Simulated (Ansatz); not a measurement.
`FCC(Br)I` + `FCCF` → `FCC(F)CF` + `BrCI`  (formal exchange of groups at a C–C bond)

Computed with Ansatz on PBE0-D4/def2-TZVP structures; ΔE is electronic, products minus reactants. CCSD(T)/CBS is the MP2 limit (def2-TZVPP, def2-QZVPP) plus CCSD(T) − MP2 in def2-TZVPP, frozen cores. DFT in def2-TZVPP. B3LYP here is the variant with VWN-RPA as its local correlation; programs differ in this. HSE06 is defined as in plane-wave codes. Elements past krypton have def2 core potentials. For Br, I outer-core shells are correlated without core-valence functions, which leaves a few kJ/mol of doubt a bond. Scalar relativity is left out up to krypton. One conformer a species, not always the lowest.

| level | ΔE (kJ/mol) | difference from CCSD(T)/CBS |
| --- | --- | --- |
| PBE-D4 | -2.1 | -1.2 |
| r2SCAN-D4 | -4.7 | -3.8 |
| B3LYP-D4 | -3.6 | -2.7 |
| HSE06-D4 | -3.9 | -3.0 |
| BHLYP-D4 | -4.9 | -4.0 |
| ωB97M-V | -5.7 | -4.8 |
| revPBE | -5.7 | -4.8 |
| CAM-B3LYP | -9.1 | -8.2 |
| RPA@PBE/def2-TZVPP | -3.6 | -2.7 |
| HF/def2-SVP | -12.7 | -11.8 |
| CCSD/def2-SVP | -6.0 | -5.1 |
| CCSD(T)/def2-SVP | -4.6 | -3.7 |
| CCSD(T)/def2-TZVPP | -2.8 | -1.9 |
| HF/def2-QZVPP | -12.3 | -11.4 |
| MP2/CBS(def2) | 4.3 | 5.2 |
| CCSD/CBS(def2) | -2.8 | -1.9 |
| CCSD(T)/CBS | -0.9 | 0 |

Largest T1 diagnostic among the species: 0.011.

In def2-TZVPP, CCSD(T) changes the Hartree–Fock value by +9.5 kJ/mol (the triples alone add +1.9 kJ/mol) and MP2 by +14.7 kJ/mol. The D4 term adds +4.4 kJ/mol with B3LYP and +2.3 kJ/mol with PBE0; it sums over pairs of atoms, weighted by their polarisabilities, and B3LYP, whose exchange is more repulsive, gets the larger term. Leaving LDA and LC-ωPBE aside and taking each functional with its dispersion term where it has one, the values, not all of them listed here, spread over 5.4 kJ/mol, from CAM-B3LYP-D4 to revPBE-D4.
